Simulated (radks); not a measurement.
The iodine anion I-, [Xe], held by a Watson sphere: a shell of charge +1 at radius R that stands for the Madelung well of a crystal (potential energy -1/R inside, -1/r outside, in hartree with lengths in bohr). All-electron calculation, scalar-relativistic Kohn-Sham, LDA (Slater exchange, VWN5 correlation), spin-polarised, spherical densities, finite nucleus; Fermi nuclear charge, rms radius of each element as measured or else 0.836 A^(1/3) + 0.57 fm. Program: a radial shooting solver on a logarithmic mesh with Libxc functionals. Response by self-consistent Sternheimer equations with the Hartree and adiabatic LDA kernel, the relativistic mass of each level held fixed and spin-orbit coupling left out. The sphere does not respond.

R (bohr)  e(4d) (eV)  e(5s) (eV)  e(5p) (eV)  <r> 5p (bohr)  sum of <r^2> (bohr^2)  X-ray form factor at sin(theta)/lambda = 0.2 1/angstrom  alpha (bohr^3)
3.6          -48.690     -16.588      -6.657          2.590                  73.50                                                   42.318           47.63
3.62         -48.673     -16.566      -6.637          2.592                  73.57                                                   42.317           47.85
4.14         -48.233     -16.026      -6.115          2.626                  75.09                                                   42.311           53.41
4.17         -48.208     -15.997      -6.086          2.627                  75.17                                                   42.311           53.72
4.7          -47.777     -15.510      -5.599          2.651                  76.32                                                   42.311           58.96
5.08         -47.486     -15.195      -5.281          2.664                  76.95                                                   42.312           62.35
5.42         -47.241     -14.935      -5.019          2.672                  77.41                                                   42.313           65.09
5.74         -47.024     -14.709      -4.790          2.679                  77.77                                                   42.313           67.41
5.78         -46.998     -14.682      -4.762          2.679                  77.80                                                   42.313           67.68
